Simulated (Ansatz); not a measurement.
Geometry optimisation, RKS BLYP-D4/def2-SVP (Ansatz 0.2.0).

input.yaml

```yaml
crystal:
  periodic: [false, false, false]
  atoms:
    - { symbol: Ge, position_ang: [0.0, 0.0, 0.0] }
    - { symbol: O, position_ang: [0.0, 0.0, 1.77] }
    - { symbol: H, position_ang: [-0.9095, -0.2814, 2.1071] }
    - { symbol: O, position_ang: [1.6691, 0.0, -0.5894] }
    - { symbol: H, position_ang: [1.9855, -0.9521, -0.7061] }
    - { symbol: F, position_ang: [-0.7913, 1.3709, -0.5594] }
    - { symbol: F, position_ang: [-0.7913, -1.3709, -0.5594] }
basis:
  gaussian: { orbitals: def2-SVP }
hamiltonian:
  xc: blyp
  dispersion: d4
relax:
  f_tol: 0.02
  max_steps: 40
```

Command:

```bash
$ ansatz run input.yaml --threads 2 --pin off --max-ram 3072MiB --backend cpu --events-out ev --progress --plain --runs-dir out
```

Where does it end, and by what steps?

The run converged. The force dipped under the threshold on the way, but the program's further checks kept it going. After 20 steps the energy has fallen by 0.213 eV; H5 moved furthest, 0.51 Å.

```csv
step,energy less start (eV),largest force component (eV/Å),accepted
0,0.0000,2.323,yes
1,-0.1599,1.116,yes
2,-0.2002,0.147,yes
3,-0.2028,0.048,yes
4,-0.2027,0.181,no
5,-0.2044,0.032,yes
6,-0.2051,0.008,yes
7,-0.2052,0.031,yes
8,-0.2054,0.021,yes
9,-0.2025,0.510,no
10,-0.2063,0.031,yes
11,-0.2067,0.096,yes
12,-0.2063,0.362,no
13,-0.2075,0.106,yes
14,-0.2076,0.330,yes
15,-0.2089,0.112,yes
16,-0.2118,0.014,yes
17,-0.2096,0.310,no
18,-0.2122,0.057,yes
19,-0.2124,0.051,yes
20,-0.2125,0.015,yes
```

```xyz
7
Properties=species:S:1:pos:R:3
Ge -0.030 -0.044 -0.059
O 0.096 -0.107 1.711
H -0.767 -0.332 2.116
O 1.573 -0.122 -0.797
H 2.157 -0.718 -0.284
F -0.778 1.418 -0.629
F -1.088 -1.329 -0.596
```

Whether the end is a true minimum wasn't checked by a vibrational analysis.

Run time: 38 s on 2 threads of Arm Neoverse V1 (shared host), peak memory 0.14 GiB.
